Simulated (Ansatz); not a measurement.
The first iterations of a band of C$_{2}$H$_{8}$AlFSi (13 atoms, charge 0, multiplicity 1).

The calculation used RKS PBE0-D4/STO-3G (Ansatz).

| Quantity | Value |
| --- | --- |
| movable images | 5 |
| climbing image | yes |
| spring | 5.0 eV/Å² |
| optimiser | quadratic models (default) |
| start path | IDPP |
| force threshold | 0.05 eV/Å |
| iteration limit | 60 |
| end points | relaxed |

Initial state:

```xyz
13
Properties=species:S:1:pos:R:3
F -2.145 1.281 0.604
C -0.818 0.790 0.576
Al -0.562 -0.964 1.413
C -0.318 0.692 -0.913
Si 1.288 -0.269 -0.909
H -0.168 1.551 1.071
H 0.246 -1.069 2.672
H -1.323 -2.133 0.866
H -0.209 1.680 -1.379
H -1.062 0.140 -1.503
H 1.566 -1.003 -2.120
H 1.094 -1.257 0.164
H 2.429 0.527 -0.526
```

Final state:

```xyz
13
Properties=species:S:1:pos:R:3
F -2.146 1.280 0.602
C -0.819 0.790 0.576
Al -0.561 -0.964 1.414
C -0.317 0.692 -0.913
Si 1.289 -0.269 -0.909
H -0.169 1.551 1.072
H -1.323 -2.133 0.868
H 0.247 -1.068 2.672
H -0.208 1.681 -1.378
H -1.062 0.141 -1.504
H 1.565 -1.003 -2.120
H 1.095 -1.257 0.163
H 2.430 0.526 -0.527
```

| iteration | highest image above the first end (eV) | largest band force component (eV/Å) |
| --- | --- | --- |
| 1 | 1.843 | 2.944 |
| 2 | 0.996 | 1.442 |
| 3 | 0.454 | 0.680 |

Does the band converge within its limit, and where does its top end?

It converged. It ended after 9 iterations with the highest image 0.136 eV above the first end. A vibrational analysis at the climbing image gives one clearly imaginary mode, 69i cm⁻¹: a first-order saddle point. Limits of this set-up: minimal basis.

Run time: 2.4 min on 1 thread of Arm Neoverse V1, on a shared host, peak memory 0.12 GiB.
